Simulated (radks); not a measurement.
Question: Neutral nickel: order these configurations by energy. Method: scalar-relativistic Kohn-Sham, r2SCAN, spin-polarised, spherical densities, finite nucleus; meta-GGA in the generalised Kohn-Sham scheme; Fermi nuclear charge, rms radius of each element as measured or else 0.836 A^(1/3) + 0.57 fm; computed with a radial shooting solver on a logarithmic mesh with Libxc functionals. Open shells are filled with parallel spins first. [Ar] 3d10; [Ar] 3d7 4s2 4p1; [Ar] 3d8 4s1 4p1; [Ar] 3d8 4s2; [Ar] 3d9 4p1; [Ar] 3d9 4s1.

Answer: From the lowest, in eV above it: [Ar] 3d9 4s1 0.000; [Ar] 3d8 4s2 1.115; [Ar] 3d10 1.524; [Ar] 3d9 4p1 4.180; [Ar] 3d8 4s1 4p1 4.522; [Ar] 3d7 4s2 4p1 9.705.
